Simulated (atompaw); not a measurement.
## cerium: one change to a PAW (atompaw) potential, before and after

Ce, PAW, made with atompaw 4.2.0.5 (LDA (PW92), scalar-relativistic). Core [Kr] 4d10 5s2, reference 4f0 5p6 5d2 6s2 6p0. Waves: 6s (bound): rc 3.00 bohr; 6s channel at 0.2 Ry: rc 3.00 bohr; 5p (bound): rc 3.00 bohr; 6p (bound, empty): rc 3.00 bohr; 5d (bound): rc 3.00 bohr; 5d channel at 0.7 Ry: rc 3.00 bohr; 4f (bound, empty): rc 1.55 bohr; 4f channel at 0.2 Ry: rc 1.55 bohr. Local part: ultrasoft scheme with l = 4 at 0.5 Ry, radius 2.25 bohr. Core correction: smooth core density matched at 2.90 bohr. Augmentation charge: sinc compensation charge, radius 2.25 bohr; PAW radius 3.00 bohr; waves and projectors: custom polynom vanderbiltortho.

Change: local potential ultrasoft scheme with l = 4 at 0.5 Ry, radius 2.88 bohr.

Cutoffs: the cutoffs (Ry, on a coarse ladder) from which the occupation-weighted sum of valence levels, in a spherical-Bessel basis at the reference potential, stays within 10 and 1 mRy of its value at 400 Ry; they do not see the model core or the augmentation charge, which bear on the density cutoff.

Question: What does the change do?

Answer: The potential gets neither clearly harder nor softer (10 Ry and 18 Ry → 10 Ry and 18 Ry); both files keep a bound ghost (s).

```csv
quantity,base,changed
"cutoff, loose",10 Ry,10 Ry
"cutoff, tight",18 Ry,18 Ry
bound ghosts,s,s
s: phases at 3.01 bohr within 0.05 rad from the reference energy up to (Ry; the scan ends near 5),3.6,4.0
p: phases at 3.01 bohr within 0.05 rad from the reference energy up to (Ry; the scan ends near 5),4.6,4.2
d: phases at 3.01 bohr within 0.05 rad from the reference energy up to (Ry; the scan ends near 5),to the end of the scan,to the end of the scan
f: phases at 3.01 bohr within 0.05 rad from the reference energy up to (Ry; the scan ends near 5),4.0,4.8
lowest overlap eigenvalue by channel,"s 0.47, p 0.85, d 0.92, f 0.99","s 0.49, p 0.89, d 0.94, f 0.98"
```

Base: The cutoffs count occupied waves only; the empty 4f level needs 45 Ry at the loose tolerance. Changed file: The cutoffs count occupied waves only; the empty 4f level needs 45 Ry at the loose tolerance. A true bound ghost makes a file unfit for plane-wave use even where its test errors are small: the radial tests pick states by their node count and pass the ghost by. The cutoffs see the waves, projectors and local potential, not the compensation charge or the core.
